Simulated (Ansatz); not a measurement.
Input file for `C1[SiH2][GaH][S]1`:

```yaml
crystal:
  periodic: [false, false, false]
  atoms:
    - {symbol: C, position_ang: [-1.140532, -0.041871, -0.659045]}
    - {symbol: Si, position_ang: [-0.824486, -0.099816, 1.254655]}
    - {symbol: Ga, position_ang: [1.478671, 0.069607, 0.125841]}
    - {symbol: S, position_ang: [0.336980, 0.080368, -1.733963]}
    - {symbol: H, position_ang: [-1.792057, 0.811923, -0.871290]}
    - {symbol: H, position_ang: [-1.697194, -0.941612, -0.940237]}
    - {symbol: H, position_ang: [0.322001, 1.058576, 1.162606]}
    - {symbol: H, position_ang: [0.440196, -1.116645, 1.077268]}
    - {symbol: H, position_ang: [2.965021, 0.133167, 0.567067]}
basis:
  gaussian: {orbitals: def2-TZVPP}
correlation: {method: ccsd_t}
```

```sh
$ ansatz run in.yaml --threads 4 --pin off --events-out ev --progress --plain --max-ram 10444MiB
```

Log, shortened:

```
Functional definition: HF
1381 factors; integrals over basis functions are off by at most 1.1e-3 eV
mean field evaluation 1: about -72121.1218 eV, gradient 2.5e1 eV
mean field evaluation 2: about -72121.3949 eV, gradient 2.5e1 eV
mean field evaluation 4: about -72123.6596 eV, gradient 4.2e0 eV
mean field evaluation 8: about -72123.7268 eV, gradient 3.5e-1 eV
mean field evaluation 16: about -72123.7276 eV, gradient 1.8e-6 eV
mean field -72123.72758127 eV, -2650.4981013933 hartree, gradient 1.8e-6 eV, S^2 0.000000; 0 other end points of the search recorded, 0 dependent functions left out
20 core orbitals not correlated: weight in the atoms' cores, before any rotation towards them, 1.000 or more for the frozen orbitals, at most 0.000 for the correlated occupied ones
reference -72123.72758127 eV, -2650.4981013933 hartree; 16, 16 occupied and 197, 197 virtual orbitals, 1381 factors
second order -19.12110051 eV of doubles, -0.00000000 eV of singles
cycle   1  -19.43413679 eV  change   -3.1e-1 eV  update   1.2e-1
cycle   2  -20.11711731 eV  change   -6.8e-1 eV  update   3.7e-2
cycle   3  -20.22171835 eV  change   -1.0e-1 eV  update   1.9e-2
cycle   4  -20.21073825 eV  change    1.1e-2 eV  update   5.0e-3
cycle   5  -20.20868554 eV  change    2.1e-3 eV  update   2.5e-3
cycle   6  -20.20834356 eV  change    3.4e-4 eV  update   8.7e-4
cycle   7  -20.20823738 eV  change    1.1e-4 eV  update   4.1e-4
cycle   8  -20.20828509 eV  change   -4.8e-5 eV  update   1.3e-4
cycle   9  -20.20833825 eV  change   -5.3e-5 eV  update   4.7e-5
cycle  10  -20.20830461 eV  change    3.4e-5 eV  update   1.8e-5
perturbative correction -0.98419161 eV, -0.0361683745 hartree
Total energy: -72144.92007749 eV, -2651.2769112645 hartree
```

Run time 66 s (4 threads of an Intel Xeon Platinum 8259CL on a shared host); peak host memory 3.8 GiB.

MP2 recovers 90.2 % of the CCSD(T) correlation energy and the triples give 4.6 %; T1 = 0.0153.
